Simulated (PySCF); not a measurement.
Compound: C4H6N2O2Si.
Numbering: `[CH2:1]=[CH:2][c:3]1[n:4][c:5]([O:6][SiH3:7])[n:8][o:9]1`

Geometry (GFN2-xTB, Å), atoms numbered from 1 in this order:
```
atom  x, y, z in Å
C1    -2.805    0.790    0.051
C2    -2.395   -0.447    0.305
C3    -1.002   -0.814    0.310
N4     0.038   -0.059    0.082
C5     1.080   -0.925    0.221
O6     2.320   -0.567    0.072
Si7    2.821    0.964   -0.299
N8     0.707   -2.144    0.517
O9    -0.651   -2.079    0.577
H10   -3.849    1.049    0.052
H11   -2.094    1.569   -0.163
H12   -3.075   -1.257    0.525
H13    4.248    0.684   -0.310
H14    2.266    1.358   -1.591
H15    2.387    1.886    0.747
```

Definitions: NICS(0) = −σiso at the ring centroid; NICS(1) = −σiso and NICS(1)zz = −σzz at ±1 Å along the ring normal z. Level: GIAO PBE0/pcSseg-1 (PySCF, non-relativistic, gas phase) on the GFN2-xTB geometry, one conformer.

Ring bond lengths (Å), with Mayer bond orders in brackets: C3–N4 1.305 (1.57), N4–C5 1.362 (1.27), C5–N8 1.309 (1.60), N8–O9 1.360 (0.96), O9–C3 1.339 (1.10).

Question: Give the NICS values of each ring in ppm.

Answer: 
```tsv
ring	type	NICS(0)	NICS(1), two faces	NICS(1)zz, two faces	rms pucker (Å)	centre to ring atoms, mean (Å)
C3–N4–C5–N8–O9	5-membered ring with 2 N and O; formal bonds all aromatic	-10.1	-9.3 / -9.3	-22.5 / -22.5	0.00	1.14
```

Question: What can be read from them?

Answer: 
- C3–N4–C5–N8–O9: mean NICS(1)zz -22.5 ppm, shielded, aromatic by this magnetic criterion (flat ring, no four-coordinate atom).

Question: And the bond-length index? HOMA = 1 − mean of α(R − Ropt)² over the ring bonds, with Krygowski's 1993 parameters (CN: Ropt 1.334 Å, α 93.52 Å⁻²; CO: Ropt 1.265 Å, α 157.38 Å⁻²; NO: Ropt 1.248 Å, α 57.21 Å⁻²).

Answer: 
- C3–N4–C5–N8–O9: HOMA 0.64; the largest term is that of O9–C3, α(R − Ropt)² = 0.86.

Question: Give the inner angles of the rings and the Hirshfeld charges of the ring atoms.

Answer: 
- C3–N4–C5–N8–O9: C3 111.9° (+0.139 e), N4 102.9° (-0.198 e), C5 113.3° (+0.156 e), N8 104.5° (-0.153 e), O9 107.3° (-0.028 e); sum 540.0° against 540° for a flat convex ring.

Question: How shielded are the nuclei of the rings and their hydrogens (means over atoms taken as equivalent)?

Answer: 
| atoms | environment | σ isotropic (ppm) | principal values of the symmetric part, first atom (ppm) |
| --- | --- | --- | --- |
| C3 | substituted aromatic carbon | 3.8 | -54.1, -11.6, 77.3 |
| N4 | pyridine-type nitrogen | 15.8 | -125.3, -28.8, 201.5 |
| C5 | aromatic carbon bearing oxygen | 9.4 | -69.2, 32.4, 64.9 |
| N8 | pyridine-type nitrogen | -90.2 | -261.6, -77.3, 68.4 |
| O9 | ring oxygen | -55.3 | -195.1, -69.4, 98.6 |
